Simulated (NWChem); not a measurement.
System: MnHOCl, sextet; SMILES [Cl][Mn][OH]

The following NWChem deck was run.

```
start job
memory heap 200 mb stack 900 mb global 1100 mb
geometry units angstroms
  Mn    -0.202361    -0.144204     0.281871
  Cl     0.879867     0.625251    -1.214368
  O     -1.149711    -0.815841     1.579039
  H     -1.668658    -1.182379     2.285737
end
basis spherical
  * library def2-svp
end
dft
  odft
  mult 6
  xc xpbe96 cpbe96
  disp vdw 4
  iterations 150
end
driver
  maxiter 120
end
task dft optimize
task dft freq
```

The spin multiplicity was typed, not searched, and may not be the lowest. The optimisation ended at a saddle point (imaginary frequency).

The level has its own optimisation; frequencies are unscaled.

Task: What results follow from this input? (PBE-D3(BJ)/def2-SVP, spin-unrestricted.) Quantities: r Cl–Mn (Å); r Mn–O (Å); r H–O (Å); highest harmonic frequency (cm⁻¹); lowest (cm⁻¹); zero-point energy (kcal/mol); dipole (D).

Result: 
```
Quantity                           Value
---------------------------------  -----
r Cl–Mn (Å)                        2.185
r Mn–O (Å)                         1.764
r H–O (Å)                          0.964
highest harmonic frequency (cm⁻¹)   3897
lowest (cm⁻¹)                       -333
zero-point energy (kcal/mol)         7.3
dipole (D)                          3.15
```
